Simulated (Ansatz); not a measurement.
`C[O][Sn]([CH3])([NH2])[Cl]`. Total charge 0; spin multiplicity 1. Sn takes the def2 core potential. The structure was optimised at the PBE0-D4/def2-TZVP level. It is one conformer, not always the lowest.

```xyz
14

C     0.967   -0.693    2.038
O     0.172   -1.122    0.959
Sn   -0.556    0.148   -0.332
C     0.895    1.033   -1.596
N    -1.930   -0.973   -1.263
Cl   -1.503    1.876    0.952
H     1.931   -0.283    1.707
H     0.465    0.065    2.651
H     1.174   -1.560    2.671
H     1.416    0.248   -2.144
H     1.601    1.597   -0.988
H     0.401    1.707   -2.295
H    -2.645   -0.438   -1.740
H    -2.390   -1.605   -0.620
```

Problem. What is the dipole moment at PBE/def2-TZVPP? (Best estimate.)

Solution. Ansatz gave: 1.79 D, with components (0.81, 0.07, -1.60) D in this frame, pointing from negative to positive charge.

Problem. And with r2SCAN, B3LYP, ωB97M-V? (An estimate is asked.)

Solution. Ansatz gave: r2SCAN 1.85 D, B3LYP 1.81 D, ωB97M-V 1.79 D.

Problem. Give the Mulliken charges with PBE, ωB97M-V, r2SCAN in def2-TZVPP. (Estimate.)

Solution. The calculation gave: 
| atom | PBE | ωB97M-V | r2SCAN |
| --- | --- | --- | --- |
| C1 | -0.13 | -0.17 | 0.02 |
| O2 | -0.48 | -0.54 | -0.55 |
| Sn3 | 1.09 | 1.12 | 1.16 |
| C4 | -0.57 | -0.60 | -0.48 |
| N5 | -0.53 | -0.49 | -0.56 |
| Cl6 | -0.38 | -0.36 | -0.40 |
| H7 | 0.08 | 0.10 | 0.04 |
| H8 | 0.10 | 0.12 | 0.06 |
| H9 | 0.10 | 0.12 | 0.06 |
| H10 | 0.15 | 0.16 | 0.12 |
| H11 | 0.14 | 0.15 | 0.11 |
| H12 | 0.14 | 0.15 | 0.11 |
| H13 | 0.14 | 0.11 | 0.15 |
| H14 | 0.16 | 0.13 | 0.16 |

B3LYP here is the variant with VWN-RPA as its local correlation; programs differ in this.
